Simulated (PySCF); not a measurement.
C₃H₆GeO.

```xyz
11

O     -2.5331     0.3432     0.0000
C     -1.4107    -0.0911     0.0000
C     -0.4955    -0.3089    -1.2151
Ge     1.0428     0.0949     0.0000
C     -0.4955    -0.3089     1.2151
H     -0.7606     0.2836    -2.1004
H     -0.4526    -1.3776    -1.4860
H      2.2169    -0.8979     0.0000
H      1.5131     1.5580     0.0000
H     -0.4526    -1.3776     1.4860
H     -0.7606     0.2836     2.1004
```

The structure is a stationary point at B3LYP-D3(BJ)/def2-SVP. This is a generated structure with no PubChem entry under its InChIKey; it may be hypothetical.

Computed with PBE/pcSseg-1 (PySCF). Non-relativistic, no solvent.

Computed absolute GIAO shielding of each atom: isotropic value and principal components (ppm):
```json
[
 {"atom": "O1", "σ(iso)": "-310.2", "σ11": "-774.9", "σ22": "-398.4", "σ33": "242.7", "span": "1017.5"},
 {"atom": "C2", "σ(iso)": "-18.7", "σ11": "-108.0", "σ22": "-27.7", "σ33": "79.7", "span": "187.7"},
 {"atom": "C3", "σ(iso)": "134.3", "σ11": "82.9", "σ22": "135.9", "σ33": "184.3", "span": "101.4"},
 {"atom": "Ge4", "σ(iso)": "1525.1", "σ11": "1391.5", "σ22": "1447.1", "σ33": "1736.7", "span": "345.2"},
 {"atom": "C5", "σ(iso)": "134.3", "σ11": "82.9", "σ22": "135.9", "σ33": "184.3", "span": "101.4"},
 {"atom": "H6", "σ(iso)": "28.6", "σ11": "23.9", "σ22": "26.9", "σ33": "35.1", "span": "11.2"},
 {"atom": "H7", "σ(iso)": "28.0", "σ11": "24.9", "σ22": "25.8", "σ33": "33.3", "span": "8.5"},
 {"atom": "H8", "σ(iso)": "26.9", "σ11": "20.6", "σ22": "21.7", "σ33": "38.3", "span": "17.7"},
 {"atom": "H9", "σ(iso)": "27.0", "σ11": "20.8", "σ22": "21.8", "σ33": "38.3", "span": "17.5"},
 {"atom": "H10", "σ(iso)": "28.0", "σ11": "24.9", "σ22": "25.8", "σ33": "33.3", "span": "8.5"},
 {"atom": "H11", "σ(iso)": "28.6", "σ11": "23.9", "σ22": "26.9", "σ33": "35.1", "span": "11.2"}
]
```
